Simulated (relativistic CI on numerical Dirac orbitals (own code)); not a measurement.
Pb¹⁴⁺: q coefficients and field-shift factors

These numbers are calculated, not measured: Dirac-Coulomb-Breit CI, separate exchange-only KLI orbitals for each configuration, derivatives by finite differences, unscaled Slater integrals, QED left out (own radial code, finite nucleus).

CI space (outside the closed core [Kr] 4d10 4f14): 5s2.5p6, 5s2.5p5.5d, 5s.5p6.5d, 5s2.5p5.5f, 5s.5p6.5f, 5s2.5p5.6s, 5p6.5d2, 5p5.5d3, 5p5.5d2.5f, 5p5.5d2.6s. Double excitations out of closed p, d and f shells are left out; levels of such configurations are missing from the list, as are those of other unlisted configurations, and high levels can miss mixing partners.

With x = (α/α₀)² − 1 an excitation energy changes as ω = ω₀ + qx; K = 2q/ω₀ is the relative enhancement. Terms are leading LS components, so labels can repeat. The field-shift factor is F = δν/δ⟨r²⟩ for the transition from the lowest level.

Lowest level 5s2.5p6 1S_0.

```csv
Level,ω₀ (cm⁻¹),q (cm⁻¹),F (GHz/fm²)
5s2.5p5.5d 3P°_0,520498,16590,14.7
5s2.5p5.5d 3P°_1,533919,21910,14.9
5s2.5p5.5d 3F°_3,548482,18710,13.7
5s2.5p5.5d 3D°_2,552755,20370,14.6
5s2.5p5.5d 3F°_4,568913,51110,15.7
5s2.5p5.5d 1D°_2,578461,50890,16.6
5s2.5p5.5d 3D°_3,598659,49880,17.6
5s2.5p5.5d 3D°_1,653785,82900,7.45
5s2.5p5.5d 3F°_2,758074,299000,-56.1
5s2.5p5.5d 3D°_2,795047,331600,-52
5s2.5p5.5d 3F°_3,802955,331800,-53
5s2.5p5.5d 1P°_1,846317,255000,-40
5s2.5p5.6s 3P°_2,1029055,-115600,359
5s2.5p5.6s 1P°_1,1036460,-112800,352
5s.5p6.5d 3D_1,1139758,262100,-587
5s.5p6.5d 3D_2,1153579,278200,-609
5s.5p6.5d 3D_3,1180474,291700,-585
5s2.5p5.5f 3G_5,1226082,43000,39.9
5s2.5p5.5f 3G_4,1227871,38670,39.3
5s.5p6.5d 1D_2,1230889,318000,-710
5s2.5p5.5f 1F_3,1238045,39680,38
5s2.5p5.5f 3F_4,1245585,42110,40.4
5s2.5p5.6s 3P°_0,1248249,170700,288
```

At this charge energies of transitions that change n are usually good to better than 1 %, and those within a shell (Δn = 0) to a few per cent. Levels and lines within the n = 5 or 6 shells can be off by up to 10 % or somewhat more, and those that change n by about 2 %, since core polarisation is missing.

Question: Which transition from the lowest level has the largest |K|?

Answer: 5s2.5p5.5d 3D°_2 at 795047 cm⁻¹, K = 0.834.
